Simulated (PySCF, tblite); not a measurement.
One entry of a table of gas-phase calculations, keyed by method. Lists by class give the value and the number of equivalent atoms.

```json
{
 "formula": "C6H10NO",
 "smiles": "CCC1=C(C)ON[CH]1",
 "inchi": "InChI=1S/C6H10NO/c1-3-6-4-7-8-5(6)2/h4,7H,3H2,1-2H3",
 "charge": 0,
 "multiplicity": 2,
 "geometry_level": "GFN2-xTB",
 "electronic_structure_code": "PySCF",
 "results": {
  "GFN2-xTB geometry": {
   "point_group": "C1",
   "rotational_constants_GHz": [3.038, 1.78, 1.239]
  },
  "GFN2-xTB harmonic vibrations, gas phase": {
   "strongest_ir_bands_cm-1_km_per_mol_modes": [
    [756.4, 93.1, 1],
    [858.4, 63.7, 1],
    [1149.9, 44.2, 1],
    [2946.1, 35.2, 1],
    [3030.1, 55.4, 1],
    [3038.6, 40.4, 1]
   ],
   "zpe_kcal_per_mol": 93.1
  },
  "UKS B3LYP, pcH-1 on C H N O, non-relativistic, mean-field spin-orbit, GIAO": {
   "g_iso": 2.00345,
   "g_tensor": [2.00204, 2.00385, 2.00447],
   "s2": 0.768,
   "a_iso_by_class_MHz": [
    ["1H", 89.3, 1],
    ["13C", 45.7, 1],
    ["13C", 42.7, 1],
    ["13C", -38.4, 1],
    ["1H", -36.3, 1]
   ]
  }
 }
}
```

⟨S²⟩ is 0.018 above the pure-spin value S(S + 1) = 0.75. At 9.50 GHz, hν = g·μB·B₀ (B₀ the magnetic field) puts the centre of the isotropic spectrum, to first order, at 338.8 mT.

One conformer (not necessarily the lowest) at the GFN2-xTB geometry, without solvent or vibrations. In GFN2-xTB open shells enter through the occupations alone, without spin polarisation, so single modes can be far off. Hyperfine couplings depend on the geometry, which wasn't re-optimised at a DFT level. The unpaired spin is shared among atoms: the largest Mulliken spin population is 0.50. Couplings of like nuclei are plain means over topologically equivalent atoms, as if these changed places fast (by rotation of a methyl-like group, say); in this geometry the members of some sets differ.

The values belong to the conformer `[CH3:1][CH2:2][C:3]1=[C:4]([CH3:5])[O:6][NH:7][CH:8]1`: C1–C2–C3–C4 -84°.
